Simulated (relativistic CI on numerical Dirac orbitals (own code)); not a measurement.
Cr2+ (3d4) in a crystal field

Calculated by Dirac-Coulomb-Breit CI, separate exchange-only KLI orbitals for each configuration, model QED, one configuration in a parametric crystal field, unscaled Slater integrals (own radial code). With so little scaling, terms lie 10 to 35 % too far apart, which can change the order of excited levels.

Field parameters in Wybourne normalisation: Oh B⁴₀ = 21Dq, B⁴₄ = √(5/14) B⁴₀. The field is a parameter set, without covalency.

S is read from ⟨S²⟩ = S(S + 1).

Site symmetry Oh; labels are those of the double group. Computed levels in cm⁻¹ above the lowest, in rising order:

```tsv
Δ (size of 10Dq)	Lowest	No. 2	No. 3	No. 4	No. 5	No. 6	No. 7	No. 8
3250	A1	8 T1	17 E	24 T2	31 A2	3173 T2	3179 T1	3186 A1
5850	A1	6 T1	11 E	17 T2	22 A2	5762 T2	5764 T1	5766 A1
8450	A1	5 T1	10 E	14 T2	19 A2	8359 T2	8359 T1	8359 A1
11050	A1	5 T1	10 E	14 T2	18 A2	10955 A1	10956 T1	10957 T2
13650	A1	5 T1	10 E	14 T2	19 A2	9173 A1	9275 T1	9445 T2
16250	A1	6 T1	12 E	17 T2	22 A2	6768 A1	6872 T1	7051 T2
18850	A1	8 T1	16 E	23 T2	29 A2	4342 A1	4446 T1	4627 T2
21450	A1	17 T1	34 E	46 T2	58 A2	1935 A1	2032 T1	2204 T2
24050	A1	129 T1	338 E	383 T2	785 A2	842 T2	887 E	892 T1
26650	A1	122 T1	335 E	342 T2	3188 A2	3195 T2	3202 E	3208 T1
29250	A1	120 T1	332 E	335 T2	5685 A2	5688 T2	5691 E	5694 T1
31850	A1	119 T1	331 E	334 T2	8200 A2	8202 T2	8203 E	8205 T1
```

Ground-state S against |10Dq| in cm⁻¹: 3250: 2.00, 5850: 2.00, 8450: 2.00, 11050: 2.00, 13650: 2.00, 16250: 2.00, 18850: 2.00, 21450: 1.98, 24050: 1.18, 26650: 1.01, 29250: 1.00, 31850: 1.00.

The spin changes between |10Dq| = 21450 and 24050 cm⁻¹.
